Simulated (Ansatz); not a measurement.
`B[SiH](F)Cl` → `BF` + `[SiH]Cl` at 400 K and 1 bar (silylene formation by 1,1-elimination).

Isolated molecules relaxed with PBE0-D4/def2-TZVP in Ansatz; ΔE leaves out vibrations. CCSD(T)/CBS adds triple-zeta CCSD(T) − MP2 to the extrapolated MP2 energy (def2 sets, frozen cores). This one scheme is used for every species.

```csv
species,CCSD(T)/CBS energy (Eh),H − E (kJ/mol),S (J/(mol·K))
`B[SiH](F)Cl`,-875.32432,115.6,350.7
`BF`,-125.82039,73.4,234.2
`[SiH]Cl`,-749.43948,35.1,263.9
```

H − E and S are ideal-gas, rigid-rotor, harmonic terms from PBE0-D4/def2-TZVP, for one conformer and one mirror image of each species. 1 Eh = 2625.50 kJ/mol, R = 8.31446 J/(mol·K).

Problem. By hand: ΔE, ΔH, ΔS and ΔG.

Solution. ΔE = (-125.82039) + (-749.43948) − (-875.32432) = 0.06445 Eh = 169.2 kJ/mol. Δ(H − E) = 73.4 + 35.1 − 115.6 = -7.1, so ΔH = 162.1 kJ/mol. ΔS = 234.2 + 263.9 − 350.7 = 147.4 J/(mol·K). ΔG = 162.1 − 400 × (147.4)/1000 = 103.1 kJ/mol.

Problem. By hand: the equilibrium constant, and the temperature at which ΔG would vanish if ΔH and ΔS stayed fixed.

Solution. log₁₀ K = −ΔG/(RT ln 10) = -13.5. ΔG = 0 at ΔH/ΔS = 1100 K.

The number of gas molecules changes by +1, which sets the sign of ΔS. A doubt of 5 kJ/mol in ΔE shifts log₁₀ K by 0.7 here. Other conformers and mirror images would add mixing entropy, several J/(mol·K) or more a flexible species. These are equilibria of isolated gas molecules and say nothing of rates. Largest T1 diagnostic: 0.013 (customary marks: 0.02 for closed shells, 0.045 for open ones).
